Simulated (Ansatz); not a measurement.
Consider the redistribution: `C[O][W](=[NH])(=[NH])[O]C` + `[NH2][Mg][OH]` → `C[O][W](=[NH])(=[NH])[OH]` + `C[O][Mg][NH2]`.

Calculated with Ansatz (gas phase, PBE0-D4/def2-TZVP geometries, no zero-point term in ΔE). CCSD(T)/CBS adds triple-zeta CCSD(T) − MP2 to the extrapolated MP2 energy (def2 sets, frozen cores). def2 core potentials past Kr. For Mg, W outer-core shells are correlated without core-valence functions, which leaves a few kJ/mol of doubt a bond. Each species was taken in one conformer, which may not be the lowest.

| species | MP2/def2-SVP energy (Eh) |
| --- | --- |
| `C[O][W](=[NH])(=[NH])[O]C` | -406.56863 |
| `[NH2][Mg][OH]` | -330.95693 |
| `C[O][W](=[NH])(=[NH])[OH]` | -367.43438 |
| `C[O][Mg][NH2]` | -370.08771 |

(1) Work out ΔE.

Largest T1 diagnostic among the species: 0.020.

Answers

(1) ΔE = (-367.43438) + (-370.08771) − (-406.56863) − (-330.95693) = 0.00347 Eh = +9.1 kJ/mol. CCSD(T)/CBS gives +9.1 kJ/mol.

In def2-TZVPP, CCSD(T) changes the Hartree–Fock value by +6.5 kJ/mol (the triples alone add +1.9 kJ/mol) and MP2 by +9.4 kJ/mol. The D4 term adds +4.0 kJ/mol with B3LYP and +2.5 kJ/mol with PBE0; it sums over pairs of atoms, weighted by their polarisabilities, and B3LYP, whose exchange is more repulsive, gets the larger term. Leaving LDA and LC-ωPBE aside and taking each functional with its dispersion term where it has one, the values, not all of them listed here, spread over 3.9 kJ/mol, from r2SCAN0-D4 to BLYP-D4.

B3LYP here is the variant with VWN-RPA as its local correlation; programs differ in this.
